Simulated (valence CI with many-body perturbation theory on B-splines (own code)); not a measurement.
Values are calculated unless marked as measured or tabulated.
Hyperfine factors and g values of Sb12+

Method: relativistic CI+MBPT: three valence electrons over a frozen Dirac-Fock core [Kr], a basis of 9 s, 9 p, 10 d, 8 f, 5 g, 3 h, 1 i functions for each j, with the one-electron correlation potential Σ1 (screened to all orders), the two-electron term Σ2, the three-electron term Σ3, Breit, model QED; selected single and double excitations, second order for the rest, scaled by the run's own slope (own B-spline code, finite nucleus).

No measured spectrum was set against this ion. As an estimate, terms of the open shell hold to 2 to 4 % of their energy, and close levels can change places. Core correlation moves these levels by up to 3200 cm⁻¹, and in measured spectra 5 to 20 % of such shifts remained as error; rates that hang on mixing are uncertain with them. The list stops below the first excitations out of the core. Only levels of the ground parity were solved; by the run's estimate the other parity begins above the list, which can be wrong where configurations are misplaced.

A/g_I is the dipole constant over the nuclear g factor μ/I (μ in nuclear magnetons, uniformly magnetised nucleus), B/Q the quadrupole constant per barn. Both hold the static response of the core; the bare values leave it out. Large factors of s and p1/2 electrons are usually good to 5 to 10 %; those of open d and f shells near neutrality can be off by tens of per cent, and small factors of p3/2, d and f electrons come from cancelling terms and can be off by a factor of two or in sign, in half-filled shells by more. B is blank for J = 1/2, where it vanishes, and for nearly pure S terms. Energies count from the lowest level.

Names give the largest LS component (configuration and term), which can be under half, so a name can repeat, a term be missing and a line seem to break the LS rules; names also repeat where a configuration has a term twice. Letters in brackets count levels of one name in rising energy.

```
         Level  E (cm⁻¹)      g  A/g_I (MHz)  A/g_I bare  B/Q (MHz/b)  B/Q bare
    4d3 4F_3/2       0.0  0.444         4150        3560        -1130     -1050
    4d3 4F_5/2      6902  1.033         2120        2100         -937      -880
    4d3 4F_7/2     13428  1.214         1640        1790         -957      -904
    4d3 4F_9/2     18762  1.272         1660        1870         -770      -736
    4d3 4P_3/2     23628  1.475         1370        1780        -1590     -1490
    4d3 4P_1/2     26066  2.263        -3030       -1870                       
    4d3 2G_7/2     32725  0.918         2500        2370         1340      1260
    4d3 2H_9/2     33748  1.036         2180        2160         3030      2830
    4d3 4P_5/2     35375  1.574          142         637         2250      2090
4d3 2D_3/2 [a]     40724  1.161         1940        2040        -2340     -2190
    4d3 2P_1/2     43424  1.072        -93.3       -88.3                       
   4d3 2H_11/2     45960  1.090         2030        2070         5110      4770
4d3 2D_5/2 [a]     50456  1.207         1700        1840        -1280     -1200
    4d3 2G_9/2     50516  1.043         1760        1750         2010      1880
    4d3 2P_3/2     58089  1.179         1600        1720          316       295
    4d3 2F_7/2     62118  1.135         1980        2060         1390      1300
    4d3 2F_5/2     62187  0.887         2070        1900         2870      2680
4d3 2D_3/2 [b]     94897  0.801         3550        3300         3010      2810
4d3 2D_5/2 [b]     95285  1.181         1460        1580         2450      2290
```

(1) Take the isotope of mass number 123, with I = 7/2, μ = 2.5457 μN and Q = -0.692 b. What is the hyperfine structure of 4d3 2G_7/2?

Results:

(1) From the table A = 1820 MHz, B = -928 MHz. Shifts from the centre of gravity in MHz: F = 0: -29200, F = 1: -27200, F = 2: -23400, F = 3: -17800, F = 4: -10300, F = 5: -1100, F = 6: 9720, F = 7: 22100.
